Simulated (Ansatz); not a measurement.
CH3FS2W, SMILES `[CH3][W]([F])(=[S])=[S]` at its PBE0-D4/def2-TZVP geometry, where that method's forces vanish. Total charge 0; spin multiplicity 1. W takes the def2 core potential.

```xyz
8

C     0.8558   -0.7113   -0.0562
W    -0.7091    0.6602    0.1282
F    -0.4282    1.7236    1.6149
S    -0.6883    1.7193   -1.7024
S    -2.4427   -0.5453    0.2491
H     0.8871   -1.3229    0.8518
H     1.7926   -0.1550   -0.1670
H     0.7328   -1.3685   -0.9185
```

**Question.** What forces (eV/Å) does ωB97M-V/def2-TZVPP give on these atoms in Ansatz 0.2.0? (An estimate is asked.)

**Answer.** The calculation gave: 
```
C1   0.123 -0.077  0.021
W2  -0.368  0.077 -0.240
F3   0.038 -0.034 -0.006
S4   0.017 -0.124  0.220
S5   0.216  0.133  0.000
H6   0.020  0.040 -0.084
H7  -0.065 -0.069  0.012
H8   0.018  0.054  0.077
```
